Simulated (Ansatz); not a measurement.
A nudged elastic band was laid between two geometries of F₄H₂SZr (8 atoms, charge 0, multiplicity 1).

Method: Ansatz 0.2.0, RHF/def2-SVP.

- movable images: 7
- climbing image: yes
- spring: 5.0 eV/Å²
- optimiser: quadratic models (default)
- start path: through a guess of the saddle point
- force threshold: 0.05 eV/Å
- iteration limit: 60
- end points: relaxed

First end point:

```xyz
8
Properties=species:S:1:pos:R:3
Zr 0.082 0.011 -0.079
F 0.282 -0.387 1.782
F 1.882 -0.004 -0.689
F -0.455 1.807 -0.451
F -0.700 -1.385 -1.129
S -2.864 -0.031 0.821
H -2.952 -1.314 1.181
H -2.745 0.430 2.069
```

Last end point:

```xyz
8
Properties=species:S:1:pos:R:3
Zr -0.721 -0.082 -0.130
F -0.478 0.999 2.048
F 0.913 -0.658 0.711
F -0.694 1.733 -0.702
F -0.747 -1.069 -1.749
S -2.826 -0.863 0.949
H -3.200 -1.639 -0.076
H 0.284 0.706 2.454
```

Task: Which bonds break or form, and what moves?

Result: Bonds broken: S6–H8. Bonds formed: F2–H8.

Task: What energy profile does the band end with?

Result: The run converged. The highest image is number 4 of 0 to 8, 1.50 eV above the first end and 0.56 eV above the last; the last end lies 0.94 eV above the first. The profile has 2 maxima (images 4, 6) with wells between them (image 5): this band takes more than one step, which may be the mechanism or a detour left from its start path. A vibrational analysis at the climbing image gives one clearly imaginary mode, 1333i cm⁻¹: a first-order saddle point. The orbitals stay closed-shell, which can raise the energy where a bond breaks towards radicals; this wasn't checked here.

| image | path coordinate (Å) | energy (eV) | S6–H8 (Å) | F2–H8 (Å) |
| --- | --- | --- | --- | --- |
| 0 | 0.00 | 0.00 | 1.34 | 3.15 |
| 1 | 1.34 | 0.01 | 1.34 | 2.94 |
| 2 | 2.67 | 0.08 | 1.33 | 3.00 |
| 3 | 4.01 | 0.31 | 1.33 | 2.49 |
| 4 | 5.34 | 1.50 | 1.62 | 1.16 |
| 5 | 7.13 | 1.04 | 3.21 | 0.91 |
| 6 | 8.92 | 1.25 | 2.37 | 0.92 |
| 7 | 10.71 | 1.18 | 2.50 | 0.92 |
| 8 | 12.50 | 0.94 | 3.79 | 0.91 |

Task: What is the geometry of the highest image?

Result: 
```xyz
8
Properties=species:S:1:pos:R:3
Zr -0.282 0.033 -0.142
F -0.353 -1.126 1.679
F 1.329 0.920 0.302
F -1.020 1.130 -1.506
F -0.076 -1.566 -1.134
S -2.406 0.545 1.504
H -3.309 -0.200 0.856
H -1.352 -0.608 1.945
```

Run time: 9.8 min on 2 threads of Arm Neoverse V1 (shared host), peak memory 0.26 GiB.
